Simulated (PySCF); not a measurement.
**Structure from 2D NMR**

Compound of formula C₇H₁₄N₂. Correlations simulated from computed shifts and the bond graph:

HSQC (one-bond C–H):
```tsv
δH	δC
6.37	127.9
6.34	140.5
1.70	14.0
1.14	29.3
```

COSY cross peaks (H two or three bonds apart, from the bond graph; peaks can be absent where the dihedral angle is near 90°):
```tsv
δH	δH
6.37	1.70
```

HMBC (two and three bonds, from the bond graph):
```tsv
δH	δC
6.37	14.0
6.34	37.7, 29.3
1.70	127.9
1.14	140.5, 37.7, 29.3
```

Carbons without hydrogens: δ 37.7.

Calculated, not measured (PySCF 2.14): shieldings: GIAO PBE0/pcSseg-1, geometry: GFN2-xTB. Isolated molecule, relativity neglected, averaged over atoms made equivalent by symmetry, fast rotation or ring inversion, single conformer.

Chemical shifts δ = σref − σ; 1H and 13C against TMS, all at this level.

Exchangeable hydrogens are left out of these lists.

Assemble the structure.

Results:

SMILES C/C=N\N=C\C(C)(C)C.

Atom-mapped SMILES (the numbers label the heavy atoms): `[CH3:1]/[CH:2]=[N:3]\[N:4]=[CH:5]\[C:6]([CH3:7])([CH3:8])[CH3:9]`; H(Xn) means a hydrogen on atom n.

1. δC 140.5 is C5, a C=N carbon (δH 6.34).
2. δC 127.9 is C2, a C=N carbon (δH 6.37).
3. δC 37.7 is C6, a quaternary sp3 carbon.
4. δC 29.3 is C7/C8/C9, a methyl carbon (δH 1.14).
5. δC 14.0 is C1, a methyl carbon (δH 1.70).
6. HMBC from δH 6.34 reaches the proton-free carbon C6.
7. HMBC from δH 1.14 reaches the proton-free carbon C6.
8. COSY links 6.37–1.70.

The shifts were computed for this structure.

Shifts are as computed. Against solution values, carbons near 30 ppm lie about +3 ppm off and those near 130 ppm about +5 ppm. Of 1211 compounds with measured shifts, 218 miss one by over three times the rms of a fit or turn the order of signals round; such compounds aren't used in these exercises.
